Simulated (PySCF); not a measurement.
A run for PySCF: R-B3LYP/3-21G on CH3ISn (SMILES [CH3][Sn][I]), a point of a torsion scan.

```python
from pyscf import gto, scf, dft, mp
from pyscf.data.elements import chemcore

mol = gto.M(
    atom='''
    C    -0.76028522   -0.01351311    0.02095829
    Sn    1.05503077    1.33700397   -0.08223293
    I     2.30797619    0.40844527    2.14087553
    H    -0.93218498   -0.43535408    1.01240390
    H    -1.67698224    0.50144822   -0.27740100
    H    -0.64360382   -0.85812692   -0.66514012
    ''',
    basis='3-21g',
    charge=0, spin=0, verbose=3, max_memory=1800)
mf = dft.RKS(mol, xc='b3lyp')
mf.conv_tol = 1e-8
mf.max_cycle = 100
mf.kernel()
if not mf.converged:
    mf = mf.newton().run(mf.mo_coeff, mf.mo_occ)
```

It printed:

```
converged SCF energy = -12928.5966992032
```

Self-consistency was reached.

Cost: around 6 core-seconds (rough).
